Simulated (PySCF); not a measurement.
## Calculated NMR parameters of OCB(F)F

```yaml
Formula: CH3BF2O
SMILES: OCB(F)F
InChI: InChI=1S/CH3BF2O/c3-2(4)1-5/h5H,1H2
Point_group_of_the_computed_structure: C1
Carbon_signals: 1
Proton_signals: 2
```

Structure with atom numbers: `[OH:1][CH2:2][B:3]([F:4])[F:5]` (H(Xn): hydrogen on atom n).

Method: structure optimised with PBE0-D3(BJ)/def2-SVP, shielding tensors at PBE0/pcSseg-1 (GIAO), couplings computed with B3LYP/pcJ-1, in PySCF 2.14 (one averaged value for each set of equivalent atoms, relativity neglected, single conformer, no solvent model).

References, each an isolated molecule treated in the same way: ¹H (31.27 ppm), ¹³C (184.41 ppm) vs TMS; ¹⁹F (177.25 ppm) vs CFCl3; ¹¹B (100.73 ppm) vs BF3·OEt2; ¹⁷O (334.56 ppm) vs H2O.

```tsv
carbon	δC, type	δH (multiplicity, J in Hz)	HMBC from (abs. J ≥ 3 Hz)	span of the C tensor (ppm)
C2	49.2, CH2	3.64 (t, 3.0)	–	78
```

Other nuclei:
```csv
atoms,nucleus,environment,δ (ppm),σ (ppm)
H(O1),¹H,hydrogen on an alcohol oxygen,-0.17,31.44
F4/F5,¹⁹F,fluorine bonded to B,-72.1,249.3
B3,¹¹B,"boron bonded to C, 2 F",30.3,70.5
O1,¹⁷O,alcohol oxygen,-10.8,345.4
```

Selected couplings (Hz, signed; the shortest-range and largest first, 30 at most; isotopes ¹¹B, ¹⁹F, ¹³C, ¹H): ¹J(B3,F4) -146.4, ¹J(C2,H(C2)) 135.7, ¹J(C2,B3) 87.3, ²J(C2,F4) 34.1, ²J(B3,H(C2)) -4.7, ³J(F4,H(C2)) 3.0.

- δH 3.64: hydrogen on an sp3 CH2 bonded to B and O; its carbon carries O, hence the downfield position.
- δH -0.17: hydrogen on an alcohol oxygen; labile proton, position sensitive to the medium.

Exchangeable OH/NH protons stand at their gas-phase positions; hydrogen bonding in a real sample shifts them, mostly to higher δ. A carbon bonded to boron is broadened by the quadrupolar boron nucleus and is often missing from a measured spectrum. Multiplet labels drop couplings under 1 Hz and merge nearly equal ones. Shifts are as computed. Against solution values, carbons near 30 ppm lie about +2 ppm off and those near 130 ppm about +5 ppm. Of 1211 compounds with measured shifts, 218 miss one by over three times the rms of a fit or turn the order of signals round; such compounds aren't used in these exercises. Couplings to exchangeable protons are dropped. Unscaled 19F shifts against computed CFCl3 carry errors that often reach 10 to 50 ppm. Experimental scales use liquid or dissolved standards, which lie at an offset from isolated H2O (liquid H2O: subtract about 36 ppm). Vicinal couplings across rotatable single bonds and in flexible rings belong to the one computed conformer; a conformer average would change them.
